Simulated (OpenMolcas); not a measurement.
Cu3+ among 6 point charges of -2 e arranged as an octahedron (Oh), 2.21 Å from the ion.

```
Program             : OpenMolcas 26.06
Method              : CASSCF
Basis               : ANO-RCC-VDZP [5s4p2d1f]
Scalar Hamiltonian  : DKH2, point nucleus
Active space        : 8 electrons in 5 orbitals (3d)
State averaging     : 2S+1 = 3 even, 10 roots; 2S+1 = 1 even, 15 roots
Spin-orbit coupling : state interaction with AMFI integrals over the reference wave functions
```

**Question.** What is the spin-free ground state (labels of O, the rotations of Oh)?

**Answer.** 3A2, 1-fold in its orbital part, 100 % from free-ion F terms; it has the highest spin that d8 allows.

**Question.** Where is the first state of the same spin?

**Answer.** 3T2 at 1770 cm-1 above the ground state.

**Question.** What are the lowest two levels with spin-orbit coupling?

**Answer.** A 3-fold level T2, then a 2-fold level E 1437 cm-1 above it. Their leading multiplicities are 3 (100 %) and 3 (100 %).

**Question.** What is χT at 300 K, and how does it compare with the textbook value?

**Answer.** The lowest level has 2S+1 = 3, for which the spin-only value is χT = S(S+1) / 2 = 1.000 cm3 K/mol (g = 2). The computed 2.690 at 300 K differs by +1.690, through orbital momentum, spin-orbit coupling and any other state in reach.

**Question.** Which ligand-field parameters describe the states?

**Answer.** A least-squares ligand-field fit to the states below 45000 cm-1, each weighted by its degeneracy and with a free common offset, gives 10Dq = 1687 cm-1, B = 1466 cm-1 and C = 5424 cm-1 (C/B = 3.70), with an rms deviation of 46 cm-1. 

Without dynamic correlation the repulsion within the d shell is too large (B by tens of per cent), so at a given field states of lower spin stand too high. This field is weak: 10Dq is about 1687 cm-1, while octahedral complexes of 3d ions of charge 3 and more, computed by the same method with explicit ligands, had a median near 15000 cm-1. Ground spin and moment need not be those of a real site. The ground term spreads over less than 5000 cm-1, several times less than with real ligands, so orbital moments are less quenched and χT lies further from the spin-only value than at real sites. This is an electrostatic model: the charges have no orbitals. No measured value stands beside these numbers.
